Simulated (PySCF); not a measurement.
In(H)(vinyl)2 (C4H7In), SMILES [CH](=C)[InH][CH]=C. Coordinates come from a PBE-D3(BJ)/def2-SVP optimisation. The structure was generated by enumeration; whether it is a known compound was not checked. The def2 effective core potentials stand for the cores of In; spin–orbit coupling is left out. The values are those of a single conformer.

Computed equilibrium geometry at PBE-D3(BJ)/def2-SVP (PySCF confirms it by a frequency run) as Cartesian coordinates in Å, and its point group (one conformer of several):
point group C2v.
```xyz
12

In     0.0000     0.0000     0.2407
H      0.0000     0.0000     1.9936
C      0.0000    -1.9051    -0.7868
C      0.0000    -3.0725    -0.1095
H      0.0000    -1.9489    -1.8921
H      0.0000    -4.0550    -0.6198
H      0.0000    -3.1136     0.9951
C      0.0000     1.9051    -0.7868
C      0.0000     3.0725    -0.1095
H      0.0000     1.9489    -1.8921
H      0.0000     4.0550    -0.6198
H      0.0000     3.1136     0.9951
```
